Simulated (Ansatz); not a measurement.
# A relaxation, step by step

SiNH$_{5}$OF$_{2}$, singlet, PBE0-D4/def2-TZVP (Ansatz 0.2.0). Settings:

```yaml
hamiltonian: {xc: pbe0, dispersion: d4}
relax: {f_tol: 0.005, max_steps: 200}
```

Start, a step off a saddle point along its unstable mode:

Si1  (0.562, 0.554, 0.220)
O2  (0.944, -1.110, -0.385)
F3  (-0.161, 1.980, 0.663)
F4  (0.916, 0.141, 1.733)
H5  (1.456, 1.170, -0.765)
H6  (-0.605, -0.963, -0.493)
N7  (-1.108, -0.156, -0.360)
H8  (1.316, -1.751, 0.222)
H9  (-1.826, -0.139, 0.360)
H10  (-1.493, 0.275, -1.194)
(Å)

```
               step  energy less the last (meV)  largest force component (eV/Å)
                  1                      1325.2                           4.265
                  2                      1004.7                           0.828
                  3                       876.8                           1.615
                  4                       775.7                           1.787
                  5                       707.0                           0.823
                  6                       635.3                           0.409
                  7                       565.4                           0.645
                  8                       455.6                           0.814
                  9                       310.6                           0.794
                 10                       160.3                           0.685
                 11                        38.4                           0.447
                 12                         7.2                           0.120
13 (rejected trial)                        10.7                           0.207
                 14                         4.5                           0.173
                 15                         1.7                           0.023
                 16                         1.0                           0.108
                 17                         0.4                           0.059
                 18                         0.1                           0.008
                 19                         0.0                           0.002
                 20                         0.0                           0.004
```

Step 7, positions (Å) and forces (eV/Å):

| atom | x | y | z | Fx | Fy | Fz |
| --- | --- | --- | --- | --- | --- | --- |
| Si1 | 0.586 | 0.399 | 0.294 | 0.577 | -0.105 | 0.508 |
| O2 | 0.882 | -1.245 | -0.034 | 0.358 | -0.136 | 0.409 |
| F3 | -0.338 | 1.668 | 0.828 | 0.049 | -0.357 | 0.078 |
| F4 | 1.457 | 0.378 | 1.689 | -0.256 | 0.064 | -0.468 |
| H5 | 1.344 | 1.070 | -0.766 | -0.035 | 0.178 | -0.216 |
| H6 | -1.150 | -1.062 | -0.859 | 0.094 | -0.172 | -0.025 |
| N7 | -1.174 | -0.120 | -0.494 | -0.254 | 0.195 | -0.022 |
| H8 | 1.723 | -1.560 | 0.340 | -0.645 | 0.288 | -0.169 |
| H9 | -1.884 | -0.050 | 0.233 | 0.092 | -0.012 | -0.118 |
| H10 | -1.447 | 0.523 | -1.231 | 0.021 | 0.057 | 0.024 |

Step 9, positions (Å) and forces (eV/Å):

| atom | x | y | z | Fx | Fy | Fz |
| --- | --- | --- | --- | --- | --- | --- |
| Si1 | 0.597 | 0.379 | 0.320 | 0.688 | 0.382 | 0.655 |
| O2 | 0.788 | -1.283 | 0.164 | 0.043 | 0.123 | 0.205 |
| F3 | -0.386 | 1.463 | 1.081 | 0.276 | -0.566 | -0.044 |
| F4 | 1.770 | 0.510 | 1.500 | -0.529 | 0.019 | -0.794 |
| H5 | 1.176 | 1.075 | -0.858 | -0.134 | -0.037 | 0.138 |
| H6 | -1.111 | -1.011 | -0.997 | 0.040 | 0.092 | -0.003 |
| N7 | -1.162 | -0.088 | -0.576 | -0.279 | -0.022 | -0.154 |
| H8 | 1.642 | -1.559 | 0.515 | -0.231 | 0.029 | 0.094 |
| H9 | -1.898 | -0.086 | 0.128 | 0.125 | 0.002 | -0.118 |
| H10 | -1.415 | 0.600 | -1.278 | 0.002 | -0.022 | 0.019 |

Step 10, positions (Å) and forces (eV/Å):

| atom | x | y | z | Fx | Fy | Fz |
| --- | --- | --- | --- | --- | --- | --- |
| Si1 | 0.619 | 0.378 | 0.330 | 0.442 | 0.415 | 0.604 |
| O2 | 0.746 | -1.285 | 0.254 | 0.063 | 0.176 | 0.200 |
| F3 | -0.389 | 1.335 | 1.205 | 0.398 | -0.553 | -0.150 |
| F4 | 1.902 | 0.577 | 1.375 | -0.611 | -0.050 | -0.685 |
| H5 | 1.105 | 1.088 | -0.876 | -0.058 | -0.017 | 0.116 |
| H6 | -1.098 | -0.982 | -1.064 | 0.032 | 0.024 | -0.036 |
| N7 | -1.160 | -0.071 | -0.623 | -0.141 | 0.004 | -0.063 |
| H8 | 1.589 | -1.565 | 0.625 | -0.145 | -0.020 | 0.098 |
| H9 | -1.888 | -0.100 | 0.085 | 0.026 | -0.007 | -0.064 |
| H10 | -1.426 | 0.625 | -1.310 | -0.007 | 0.028 | -0.020 |

Last step (20):

```xyz
10
angstrom
Si 0.6731 0.3789 0.3128
O 0.6406 -1.2623 0.5096
F -0.2853 1.2581 1.2593
F 2.0687 0.6714 1.1014
H 1.0449 0.9936 -0.9783
H -0.9942 -0.6640 -1.4769
N -1.1580 -0.0537 -0.6843
H 1.4060 -1.5724 0.9992
H -1.7724 -0.5373 -0.0379
H -1.6234 0.7877 -1.0048
```

Hardware: 4 CPU threads of an AMD EPYC, shared host. Wall time about 93 s.
